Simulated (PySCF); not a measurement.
C6H4Cl, SMILES Clc1cc[c]cc1, multiplicity 2.

Coordinates come from a PBE0-D3(BJ)/def2-SVP optimisation. The isomer is the one that the SMILES or the coordinates give; other isomers of the formula were not compared.

Method: TDA-B3LYP/def2-SVPD run with PySCF.

Vertical excitations. Gas-phase values at a fixed geometry.

```tsv
state	energy (eV)	λ (nm)	f	main pairs
root 1	2.66	465	0.001	β HOMO→LUMO 94 %
root 2	3.52	352	0.000	β HOMO−1→LUMO 100 %
root 3	4.10	302	0.000	α HOMO→LUMO+1 28 %, α HOMO−2→LUMO 21 %, β HOMO→LUMO+2 27 %, β HOMO−1→LUMO+1 21 %
root 4	4.39	283	0.000	α HOMO→LUMO 37 %, β HOMO→LUMO+1 57 %
root 5	4.69	264	0.000	α HOMO−2→LUMO 28 %, α HOMO→LUMO+1 22 %, β HOMO−1→LUMO+1 29 %, β HOMO→LUMO+2 20 %
root 6	4.74	262	0.000	α HOMO−1→LUMO 100 %
root 7	4.83	257	0.004	α HOMO−1→LUMO+1 94 %
root 8	5.18	239	0.006	α HOMO→LUMO 44 %, α HOMO−2→LUMO+1 40 %, β HOMO→LUMO+1 15 %
root 9	5.28	235	0.000	β HOMO−2→LUMO 94 %
root 10	5.32	233	0.007	α HOMO−2→LUMO+1 22 %, β HOMO−1→LUMO+2 56 %, β HOMO→LUMO+1 14 %
```
Unrestricted roots are not spin-pure.
